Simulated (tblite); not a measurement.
Compound: C3H11PSi2.
Numbering: `[CH2:1]=[CH:2][Si@@H:3]([CH3:4])[PH:5][SiH3:6]` (hydrogens: H7, H8 on C1; H9 on C2; H10 on Si3; H11, H12, H13 on C4; H14 on P5; H15, H16, H17 on Si6)

Computed with GFN2-xTB (tblite), gas phase: L-BFGS steps from a force-field or distance-geometry start until the largest atomic force falls under 0.01 eV/Å.

Step 26: E = -488.7312 eV
```
atom  x, y, z in Å  |  force x, y, z in eV/Å
C1     -2.8979   -1.0472    0.3536    0.011   0.029  -0.018
C2     -2.1026    0.0061    0.4617    0.005   0.011  -0.029
Si3    -0.3952    0.1387   -0.3372   -0.047  -0.004   0.023
C4     -0.1003    1.8637   -1.0840   -0.011  -0.026  -0.001
P5      1.1466   -0.1093    1.2857    0.001   0.017   0.016
Si6     2.9160   -0.6857    0.0641    0.032   0.006  -0.018
H7     -3.8630   -1.1002    0.8358    0.021  -0.004  -0.007
H8     -2.6189   -1.9075   -0.2352   -0.011   0.023   0.034
H9     -2.4385    0.8464    1.0600    0.025  -0.038   0.005
H10    -0.2915   -0.8908   -1.3897    0.000   0.002  -0.010
H11    -0.1743    2.6397   -0.3277   -0.002  -0.016   0.022
H12     0.8938    1.9226   -1.5171    0.000   0.017  -0.014
H13    -0.8203    2.0890   -1.8633   -0.010  -0.003  -0.014
H14     0.7759   -1.3946    1.6272   -0.003  -0.013  -0.013
H15     3.9900   -1.0830    0.9721   -0.008  -0.008   0.037
H16     3.3104    0.5062   -0.6869    0.009  -0.003  -0.009
H17     2.6628   -1.7820   -0.8758   -0.011   0.008  -0.003
```

Step 27: E = -488.7316 eV
```
atom  x, y, z in Å  |  force x, y, z in eV/Å
C1     -2.8990   -1.0464    0.3538    0.008   0.025  -0.018
C2     -2.1029    0.0065    0.4609   -0.001   0.004  -0.009
Si3    -0.3952    0.1384   -0.3385   -0.068  -0.001   0.034
C4     -0.1012    1.8635   -1.0840   -0.005  -0.021  -0.001
P5      1.1463   -0.1085    1.2830    0.021   0.024   0.014
Si6     2.9182   -0.6859    0.0640    0.020   0.010  -0.018
H7     -3.8648   -1.1002    0.8353    0.035   0.005  -0.006
H8     -2.6203   -1.9074   -0.2340   -0.010   0.022   0.024
H9     -2.4373    0.8449    1.0627    0.026  -0.032  -0.007
H10    -0.2959   -0.8903   -1.3906    0.006  -0.011  -0.023
H11    -0.1740    2.6383   -0.3261   -0.012  -0.017   0.010
H12     0.8926    1.9237   -1.5172    0.002   0.014  -0.017
H13    -0.8217    2.0877   -1.8634   -0.007   0.007  -0.004
H14     0.7773   -1.3935    1.6253   -0.007  -0.023  -0.011
H15     3.9875   -1.0815    0.9778   -0.004  -0.015   0.034
H16     3.3182    0.5036   -0.6878    0.005   0.002  -0.007
H17     2.6651   -1.7810   -0.8779   -0.008   0.008   0.005
```

Step 28: E = -488.7320 eV
```
atom  x, y, z in Å  |  force x, y, z in eV/Å
C1     -2.8999   -1.0452    0.3537    0.000   0.014  -0.015
C2     -2.1029    0.0068    0.4599   -0.006  -0.002   0.012
Si3    -0.3961    0.1379   -0.3394   -0.055  -0.001   0.027
C4     -0.1023    1.8629   -1.0840    0.000  -0.011  -0.003
P5      1.1464   -0.1075    1.2808    0.032   0.019   0.007
Si6     2.9205   -0.6858    0.0635    0.006   0.012  -0.008
H7     -3.8659   -1.0999    0.8346    0.036   0.014   0.002
H8     -2.6218   -1.9069   -0.2324   -0.005   0.010   0.004
H9     -2.4352    0.8430    1.0652    0.019  -0.012  -0.009
H10    -0.2999   -0.8901   -1.3919    0.010  -0.016  -0.027
H11    -0.1739    2.6365   -0.3242   -0.021  -0.020  -0.004
H12     0.8915    1.9252   -1.5177   -0.002   0.007  -0.016
H13    -0.8233    2.0864   -1.8635   -0.003   0.015   0.008
H14     0.7784   -1.3928    1.6231   -0.007  -0.022  -0.010
H15     3.9846   -1.0799    0.9842   -0.002  -0.020   0.027
H16     3.3261    0.5010   -0.6890    0.002   0.009  -0.006
H17     2.6668   -1.7795   -0.8799   -0.004   0.005   0.011
```

Q: Estimate the geometry and energy of step 29. (The exact step hangs on the optimiser's Hessian estimate; all steps are aligned on step 28, rigid shifts and turns removed.)

A: E = -488.7323 eV, largest force 0.033 eV/Å
```
atom  x, y, z in Å  |  force x, y, z in eV/Å
C1     -2.9003   -1.0442    0.3534   -0.006   0.001  -0.010
C2     -2.1029    0.0070    0.4596   -0.006  -0.004   0.021
Si3    -0.3974    0.1374   -0.3395   -0.019  -0.004   0.008
C4     -0.1029    1.8623   -1.0841    0.001  -0.004  -0.005
P5      1.1469   -0.1067    1.2798    0.025   0.005  -0.001
Si6     2.9219   -0.6855    0.0631    0.001   0.010   0.004
H7     -3.8659   -1.0993    0.8342    0.022   0.018   0.012
H8     -2.6227   -1.9063   -0.2313    0.000  -0.002  -0.014
H9     -2.4333    0.8416    1.0667    0.009   0.009  -0.002
H10    -0.3021   -0.8903   -1.3933    0.011  -0.011  -0.019
H11    -0.1743    2.6350   -0.3231   -0.024  -0.020  -0.011
H12     0.8907    1.9264   -1.5184   -0.007   0.000  -0.012
H13    -0.8244    2.0856   -1.8633    0.000   0.019   0.013
H14     0.7789   -1.3929    1.6214   -0.002  -0.011  -0.011
H15     3.9823   -1.0791    0.9888   -0.004  -0.022   0.018
H16     3.3311    0.4994   -0.6899    0.002   0.014  -0.006
H17     2.6674   -1.7784   -0.8810   -0.002   0.003   0.014
```

The energy changes by -0.0003 eV. The first-order estimate −F·Δx gives -0.0004 eV and the mean of the old and new forces, exact on a quadratic surface, -0.0003 eV. The step makes an angle of 70° with the force vector and moves no atom by more than 0.005 Å.

The cost below is that of the whole relaxation. Hardware: Arm Neoverse N1, one thread, on a shared host. Cost: 1.4 s wall.
